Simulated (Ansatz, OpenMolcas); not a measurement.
## The same job for OpenMolcas

Ansatz 0.2.0 runs this on SnTe (SMILES [Sn][Te]):

run.yaml:
```yaml
crystal:
  periodic: [false, false, false]
  atoms:
    - {symbol: Sn, position_ang: [0.000000, 0.000000, 0.009440]}
    - {symbol: Te, position_ang: [-0.000000, -0.000000, 2.527330]}
basis:
  gaussian:
    orbitals: def2-TZVPPD.json
hamiltonian:
  xc: hf
accuracy: high
output:
  orbitals: {seedname: orbitals}
```

```bash
$ ansatz run run.yaml --threads 1 --pin off --max-ram 3480MiB --events-out events.jsonl --progress --plain --runs-dir runs
```

(Basis files named in the input come from the Basis Set Exchange and aren't shown.)

The shape is that of a PBE0-D4/def2-TZVP optimisation.

It gives a total energy of -480.414083 Eh.

**Question.** Translate the job to OpenMolcas 26.06 as an input file of the program's own, asking for the gradient.

**Answer.** One way, which was run:

geom.xyz:
```
2

Sn     0.000000     0.000000     0.009440
Te     0.000000     0.000000     2.527330
```

mol.inp:
```
&GATEWAY
 BasLib = $CurrDir
 Coord = geom.xyz
 Basis = def2-TZVPPD
 Group = NoSym

&SEWARD

&SCF
 Thresholds = 1e-10 1e-07 1e-07 1e-05
 PrOrbitals = 1 1

&ALASKA
```

```bash
$ export MOLCAS_MEM=1860
$ pymolcas mol.inp > mol.log
```

(Basis files named in the input come from the Basis Set Exchange and aren't shown.)

Its energy is -480.414083 Eh, 0.000 mEh from the first.
